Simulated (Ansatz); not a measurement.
Basis-set extrapolation for `S=C1SCCCS1` (PBE0-D4/def2-TZVP geometry, frozen core, Ansatz). Multiplicity 1, RHF reference.

```
                       def2-TZVPP    def2-QZVPP
                 HF  -1347.627085  -1347.667491
    MP2 correlation     -1.188828     -1.277781
CCSD(T) correlation     -1.311525       not run
```

Energies in hartree. Use E(X) = E(∞) + A·exp(−7.88·√X) for Hartree–Fock and E(X) = E(∞) + B·X^(−2.97) for correlation, with X = 3 and 4, and add CCSD(T) minus MP2 of the smaller set to the MP2 limit.

**Question.** What is the CCSD(T) energy at the basis-set limit?

**Answer.** HF limit: -1347.667491 + (-0.040406) × 0.13774 = -1347.67306. MP2 limit: -1.277781 + (-0.088953) × 0.74074 = -1.34367. Higher-order term: -1.311525 − (-1.188828) = -0.12270. Total: -1349.13943 hartree, 527.3 kJ/mol below CCSD(T)/def2-TZVPP.
